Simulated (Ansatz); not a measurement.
Reaction (isomerisation): `O[Si]1(Cl)NCS1` → `N[Si](S)(Cl)C=O`

Program: Ansatz. Geometries: PBE0-D4/def2-TZVP. ΔE: electronic, gas phase. CCSD(T)/CBS is the MP2 limit (def2-TZVPP, def2-QZVPP) plus CCSD(T) − MP2 in def2-TZVPP, frozen cores. Functionals use def2-TZVPP. B3LYP here is the variant with VWN-RPA as its local correlation; programs differ in this. Each species was taken in one conformer, which may not be the lowest.

| level | ΔE (kJ/mol) | difference from CCSD(T)/CBS |
| --- | --- | --- |
| PBE-D4 | 123.6 | -12.8 |
| r2SCAN-D4 | 132.3 | -4.1 |
| PBE0-D4 | 139.8 | 3.4 |
| B3LYP-D4 | 117.3 | -19.1 |
| ωB97M-V | 134.3 | -2.1 |
| B2PLYP | 125.3 | -11.1 |
| PBE | 123.0 | -13.4 |
| PBE0 | 139.5 | 3.1 |
| B3LYP | 116.0 | -20.4 |
| MP2/def2-TZVPP | 145.3 | 8.9 |
| SCS-MP2/def2-TZVPP | 133.5 | -2.9 |
| CCSD/def2-TZVPP | 131.2 | -5.2 |
| HF/def2-QZVPP | 119.7 | -16.7 |
| HF/CBS(def2) | 119.8 | -16.6 |
| MP2/CBS(def2) | 151.2 | 14.8 |
| CCSD/CBS(def2) | 137.1 | 0.7 |
| CCSD(T)/CBS | 136.4 | 0 |

Largest T1 diagnostic among the species: 0.013.

From PBE to PBE0 (25 % exact exchange), in def2-TZVPP and without D4, ΔE moves by +16.5 kJ/mol. In def2-TZVPP, CCSD(T) changes the Hartree–Fock value by +11.6 kJ/mol (the triples alone add −0.7 kJ/mol) and MP2 by +26.4 kJ/mol.

CCSD(T)/CBS has its own doubt, a few kJ/mol and more with outer-core shells, so smaller differences from it don't rank the levels.
